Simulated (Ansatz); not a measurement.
A nudged elastic band was laid between two geometries of CH8OSSi2 (13 atoms, charge 0, multiplicity 1).

These are results of Ansatz 0.2.0, RKS PBE0/def2-SVP, not measurements.

- movable images: 5
- climbing image: yes
- spring: 5.0 eV/Å²
- optimiser: quadratic models (default)
- start path: through a guess of the saddle point
- force threshold: 0.5 eV/Å
- iteration limit: 60
- end points: relaxed

Initial state:

```xyz
13
Properties=species:S:1:pos:R:3
C -0.692 1.084 1.974
O -0.559 0.090 0.990
Si 0.003 0.358 -0.553
Si -0.086 -1.717 -1.625
S 2.008 1.146 -0.597
H -1.441 1.845 1.685
H 0.266 1.599 2.166
H -1.027 0.612 2.909
H -0.782 1.441 -1.226
H 0.284 -1.549 -3.063
H 0.906 -2.629 -0.975
H -1.447 -2.329 -1.536
H 2.587 0.015 -0.135
```

Final state:

```xyz
13
Properties=species:S:1:pos:R:3
C -0.655 1.197 1.767
O -0.835 0.360 0.627
Si 0.135 0.874 -1.218
Si 0.097 -1.467 -1.713
S 2.149 0.943 -0.373
H -1.113 2.187 1.612
H 0.429 1.318 1.891
H -1.080 0.710 2.657
H -1.777 0.232 0.450
H 0.608 -1.719 -3.101
H 0.920 -2.297 -0.766
H -1.305 -2.012 -1.668
H 2.446 -0.361 -0.150
```

Problem. What changes between the two ends?

Solution. Bonds broken: Si3–H9. Bonds formed: O2–H9.

Problem. Give the energies along the band, and the barrier.

Solution. It converged. The highest image is number 4 of 0 to 6, 291.9 kJ/mol above the first end and 103.0 kJ/mol above the last; the last end lies 188.9 kJ/mol above the first. The threshold of 0.5 eV/Å is loose, so the images may lie well off the minimum-energy path. Neighbouring images differ by up to 2.0 eV, so the band resolves the path poorly. The order of the stationary point at the top wasn't checked. The orbitals stay closed-shell, which can raise the energy where a bond breaks towards radicals; this wasn't checked here.

```tsv
image	path coordinate (Å)	energy (kJ/mol)	Si3–H9 (Å)	O2–H9 (Å)
0	0.00	0.0	1.50	2.61
1	0.69	1.1	1.50	2.60
2	1.39	7.1	1.49	2.55
3	2.08	101.7	1.49	2.01
4	2.78	291.9	1.61	1.27
5	3.91	191.2	2.55	0.97
6	5.05	188.9	2.62	0.97
```

Problem. What is the geometry of the highest image?

Solution. 
```xyz
13
Properties=species:S:1:pos:R:3
C -0.608 1.050 1.895
O -1.099 0.410 0.726
Si -0.178 0.541 -0.943
Si 0.082 -1.688 -1.650
S 1.825 1.245 -0.554
H -0.597 2.147 1.765
H 0.419 0.728 2.127
H -1.277 0.792 2.729
H -1.444 1.205 -0.199
H 0.623 -1.661 -3.042
H 1.060 -2.410 -0.777
H -1.217 -2.433 -1.650
H 2.432 0.039 -0.414
```

Time of the run: 2.5 min on 2 threads of Intel(R) Xeon(R) 6975P-C (Granite Rapids), with other jobs on the host, peak memory 0.32 GiB.
